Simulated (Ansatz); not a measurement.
Start from `[CH3][Ga]([CH3])[OH]` and change one atom or group to get `[CH3][Ga]([CH3])[NH2]`.

Ansatz, PBE0-D4/def2-TZVP geometries, multiplicity 1. Each molecule was computed in one conformer, which needn't be the lowest.

Scalar relativity is left out up to krypton.

```tsv
property	`[CH3][Ga]([CH3])[OH]`
size of the dipole moment (B3LYP/def2-TZVPP) / D	1.82
HOMO–LUMO gap (PBE/def2-TZVPP) / eV	5.43
HOMO–LUMO gap (PBE0/def2-TZVPP) / eV	7.53
HOMO–LUMO gap (ωB97M-V/def2-TZVPP) / eV	11.39
HOMO energy (ωB97M-V/def2-TZVPP) / eV	-9.94
size of the dipole moment (ωB97M-V/def2-TZVPP) / D	1.84
```

**Question.** What does the change do to each property? (An estimate is asked.)

**Answer.** Ansatz gave: 
```json
{"property": "size of the dipole moment (B3LYP/def2-TZVPP) / D", "`[CH3][Ga]([CH3])[NH2]`": "0.31", "shift": "-1.51"}
{"property": "HOMO–LUMO gap (PBE/def2-TZVPP) / eV", "`[CH3][Ga]([CH3])[NH2]`": "5.06", "shift": "-0.37"}
{"property": "HOMO–LUMO gap (PBE0/def2-TZVPP) / eV", "`[CH3][Ga]([CH3])[NH2]`": "7.21", "shift": "-0.32"}
{"property": "HOMO–LUMO gap (ωB97M-V/def2-TZVPP) / eV", "`[CH3][Ga]([CH3])[NH2]`": "11.27", "shift": "-0.12"}
{"property": "HOMO energy (ωB97M-V/def2-TZVPP) / eV", "`[CH3][Ga]([CH3])[NH2]`": "-9.40", "shift": "0.54"}
{"property": "size of the dipole moment (ωB97M-V/def2-TZVPP) / D", "`[CH3][Ga]([CH3])[NH2]`": "0.28", "shift": "-1.56"}
```

With PBE0 the HOMO rises by 0.73 eV and the LUMO rises by 0.41 eV, so the gap narrows by about 0.32 eV. PBE moves the HOMO by 0.79 eV and ωB97M-V by 0.54 eV. Dipoles are sizes alone; their direction can turn.

B3LYP here is the variant with VWN-RPA as its local correlation; programs differ in this.
